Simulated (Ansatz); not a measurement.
C$_{2}$H$_{9}$NO$_{2}$Si (`CO[Si](C)(N)O`). Charge 0, multiplicity 1. Geometry: relaxed with PBE0-D4/def2-TZVP. It is one conformer, not always the lowest.

```xyz
15

C    -1.091    1.780    0.299
O    -0.140    0.966    0.940
Si    0.343   -0.499    0.363
C     1.224   -0.338   -1.263
N    -0.992   -1.534    0.126
O     1.334   -1.054    1.550
H    -1.424    2.545    1.003
H    -0.661    2.282   -0.575
H    -1.962    1.200   -0.026
H     1.631   -1.299   -1.588
H     0.560    0.032   -2.048
H     2.059    0.361   -1.172
H    -1.032   -2.142   -0.674
H    -1.503   -1.914    0.906
H     1.655   -0.386    2.159
```

Task: What is the dipole moment at B3LYP/def2-TZVPP? (Estimate.)

Result: Computed: 1.21 D, with components (-0.83, 0.27, -0.83) D in this frame, pointing from negative to positive charge.

Task: And with PBE, r2SCAN, ωB97M-V? (Best estimate.)

Result: Ansatz gave: PBE 1.12 D, r2SCAN 1.15 D, ωB97M-V 1.20 D.

Task: Give the Mulliken charges with B3LYP, ωB97M-V, r2SCAN in def2-TZVPP. (Best estimate.)

Result: Ansatz gave: 
| atom | B3LYP | ωB97M-V | r2SCAN |
| --- | --- | --- | --- |
| C1 | -0.11 | -0.17 | 0.01 |
| O2 | -0.40 | -0.38 | -0.40 |
| Si3 | 0.70 | 0.69 | 0.71 |
| C4 | -0.42 | -0.48 | -0.34 |
| N5 | -0.41 | -0.37 | -0.46 |
| O6 | -0.42 | -0.40 | -0.43 |
| H7 | 0.11 | 0.12 | 0.06 |
| H8 | 0.09 | 0.11 | 0.05 |
| H9 | 0.09 | 0.11 | 0.06 |
| H10 | 0.10 | 0.12 | 0.08 |
| H11 | 0.10 | 0.11 | 0.07 |
| H12 | 0.10 | 0.12 | 0.07 |
| H13 | 0.14 | 0.12 | 0.16 |
| H14 | 0.14 | 0.12 | 0.16 |
| H15 | 0.19 | 0.18 | 0.20 |

B3LYP here is the variant with VWN-RPA as its local correlation; programs differ in this.
